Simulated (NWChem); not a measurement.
## Correlation energy of MgO

```xyz
2

Mg     0.0000     0.0000     0.6990
O      0.0000     0.0000    -1.0486
```
Charge 0, spin multiplicity 1.

All runs are NWChem calculations. All single points use one geometry, from PBE0/def2-SVP, a minimum by its harmonic frequencies.

Basis set: def2-QZVP. Each correlation energy counts from its own Hartree-Fock reference.

The correlated methods keep 6 core orbitals frozen. The structure started from a generated list of species. Coupled-cluster values serve here as a point of comparison, not as the truth.

**Question.** For the correlation energy, MP2 gives -346.9 mHa and CCSD(T) gives -346.7 mHa. What do CR-CCSD[T], CCSD+T(CCSD), SCS-MP2 give?

**Answer.** CR-CCSD[T]: -345.1 mHa; CCSD+T(CCSD): -352.4 mHa; SCS-MP2: -339.4 mHa.
